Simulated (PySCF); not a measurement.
Dipole response of Fe (iron, neutral)

[Ar] 3d6 4s2, high-spin 5D determinant. All numbers are calculated (PySCF 2.14, scalar relativity by spin-free X2C-1e, in x2c-QZVPPall with one added diffuse shell each of s, p, d, f, g type (12s8p6d5f3g, 128 functions)). Coupled (time-dependent) response in atomic units; α is the mean over directions.

```tsv
method	mean α (bohr³)	α xx, yy, zz	C₆ (like pair)	S(−4)
revPBE	63.27	62.45, 62.45, 64.91	570.6	2285
```

S(−4) is the Cauchy moment in α(ω) = α(0) + S(−4) ω² + …

Reference α: 62 ± 4 bohr³ (recommended; Schwerdtfeger and Nagle, table of static dipole polarizabilities (2023 update)). Published C₆: 482.0 (Chu and Dalgarno (2004); Tang, Norbeck and Certain (1976)).

α(iu) at revPBE:

```
u (hartree)  α(iu) (bohr³)
          0          63.27
     0.0500          58.19
      0.100          47.62
      0.200          29.20
      0.300          18.80
      0.500          9.783
      0.750          5.690
       1.00          3.883
       1.50          2.279
       2.00          1.555
       3.00         0.8850
       5.00         0.4101
```

A single London oscillator, α(iu) = α/(1 + u²/ω²), gives C₆ = (3/4) ω α². Matching the computed C₆ needs ω = 4 × 570.6 / (3 × 63.27²) = 0.190 hartree.

The components differ because the open shell of this determinant is not spherical; for a pure term their mean is the scalar polarisability.
